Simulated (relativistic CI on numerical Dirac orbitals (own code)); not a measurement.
Tm4+: 4p photoemission

Computed with this model: Dirac-Coulomb-Breit CI, KLI orbitals optimised for each configuration, a model potential for QED, valence Slater integrals scaled by 0.8, multiplet model of photoemission in the sudden approximation; configurations [Xe] 4f11 → [Ar] 3d10 4s2 4p5 4d10 4f11 5s2 5p6; 80 K; Lorentzian 1.75 eV and Gaussian 0.7 eV FWHM. Energies are those of the free ion, without screening or charge transfer. The energies are binding energies and can lie tens of eV above those of solids. S is read from ⟨S²⟩ = S(S + 1).

free ion: ground-state S = 1.47, centroid 415.50 eV. Peaks (eV, height): 395.2 (100), 398.4 (81), 402.0 (35), 404.2 (55), 448.2 (93).

Strongest unbroadened transitions for free ion:

| Energy (eV) | Relative strength |
| --- | --- |
| 395.11 | 100.0 |
| 396.55 | 32.6 |
| 397.52 | 9.5 |
| 398.34 | 31.0 |
| 398.52 | 36.6 |
| 400.16 | 8.1 |
| 401.35 | 10.0 |
| 402.20 | 9.8 |
| 403.92 | 6.4 |
| 403.97 | 20.1 |
| 404.38 | 11.6 |
| 405.33 | 20.0 |
| 405.97 | 5.5 |
| 406.40 | 5.2 |
| 446.80 | 53.5 |
| 448.02 | 24.6 |
| 448.33 | 68.2 |
| 450.65 | 16.6 |
